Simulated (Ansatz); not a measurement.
System: SnH3, net charge 1, singlet state. 
Structure (B3LYP-D3(BJ)/def2-TZVP (Ansatz, a first-principles code) minimum search):
```
Sn
H 1 1.6913
H 1 1.6913 2 120.00
H 1 1.6913 2 120.00 3 180.00
```
Charge +1, spin multiplicity 1.

Basis-set convergence of Hartree-Fock and CCSD(T) correlation energies (hartree) with Ansatz. Cores are frozen in the correlated levels unless marked. Spin-orbit coupling is left out. Frozen are the shells of the preceding noble gas and the d and f shells that filled before the atom's block. Past Kr the def2 sets carry scalar-relativistic core potentials.

```csv
basis,functions,E(HF),"E(corr, CCSD(T))"
def2-SVPD,56,-214.77910,-0.10251
def2-TZVPPD,107,-214.78812,-0.11746
def2-QZVPPD,187,-214.78983,-0.12203
```

Extrapolating the two largest sets (X = 3 and 4) as X^-3: E(corr) = (64·(-0.12203) - 27·(-0.11746))/37 = -0.1254 Eh, an estimate of the basis-set limit. The largest set recovers 97.3 % of it, the smallest 81.8 %.
